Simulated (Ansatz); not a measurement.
Ansatz (a program for electronic structure) input (RI-MP2/def2-QZVPPD):
A basis named .json is the Basis Set Exchange file of that set.

Ansatz 0.2 input:
```yaml
crystal:
  periodic: [false, false, false]
  atoms:
    - {symbol: Se, position_ang: [-0.00001182, 0.05762557, 0.00169855]}
    - {symbol: H, position_ang: [-1.06697200, -0.97993617, -0.02607717]}
    - {symbol: H, position_ang: [1.06737402, -0.97933327, -0.03167343]}
basis:
  gaussian:
    orbitals: def2-QZVPPD.json
    fitting: {mean_field: def2-universal-jkfit, correlation: def2-QZVPPD-RIFIT.json}
total_charge: 1
magnetization: {spin_polarized: true, initial_magnetization: 1}
correlation: {method: mp2, electrons: outside_noble_gas}
```

End of the output:

```
integrals: 0.09 GiB planned
302 factors; integrals over basis functions are off by at most 2.4e0 eV
444 factors; integrals over basis functions are off by at most 1.2e1 eV
mean field: 0.35 GiB planned
mean field evaluation 1: about -65326.6530 eV, gradient 9.4e0 eV
mean field evaluation 2: about -65327.1192 eV, gradient 5.3e0 eV
mean field evaluation 4: about -65327.2039 eV, gradient 4.1e-1 eV
mean field evaluation 8: about -65327.2060 eV, gradient 6.5e-7 eV
mean field -65327.20601157 eV, -2400.7305405547 hartree, gradient 6.5e-7 eV, S^2 0.764213; 0 other end points of the search recorded, 0 dependent functions left out
14 core orbitals not correlated
reference -65327.20601157 eV, -2400.7305405547 hartree; 4, 3 occupied and 146, 147 virtual orbitals, 444 factors
second order -3.93982672 eV of doubles, -0.00000000 eV of singles
Total energy: -65331.14583829 eV, -2400.8753265160 hartree
```
